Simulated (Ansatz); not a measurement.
Mulliken charges of F$_{2}$GeHSe (`[F][Ge]([F])[SeH]`) radical from PBE/def2-TZVPP in Ansatz (PBE0-D4/def2-TZVP geometry).

| atom | x (Å) | y (Å) | z (Å) | charge (e) |
| --- | --- | --- | --- | --- |
| F1 | 1.117 | 0.525 | 1.387 | -0.305 |
| Ge2 | 0.061 | -0.589 | 0.572 | 0.696 |
| F3 | 1.136 | -1.833 | 0.021 | -0.309 |
| Se4 | -0.830 | 0.373 | -1.410 | -0.166 |
| H5 | -1.434 | 1.451 | -0.612 | 0.084 |

Q: By hand: the dipole of these point charges (1 e Å = 4.8032 D).

A: Σ q r = (-0.632, 0.056, 0.151) e Å, of length 0.652 e Å = 3.13 D.

Q: How does the dipole of the full density compare? (Best estimate.)

A: The calculation gave: (-0.483, 0.147, -0.054) e Å, 2.44 D; the point charges give 1.28 times that, at 23° from its direction.

Point charges leave out the atoms' own dipoles, such as those of lone pairs, and Mulliken's split depends on the basis, so the two needn't agree.
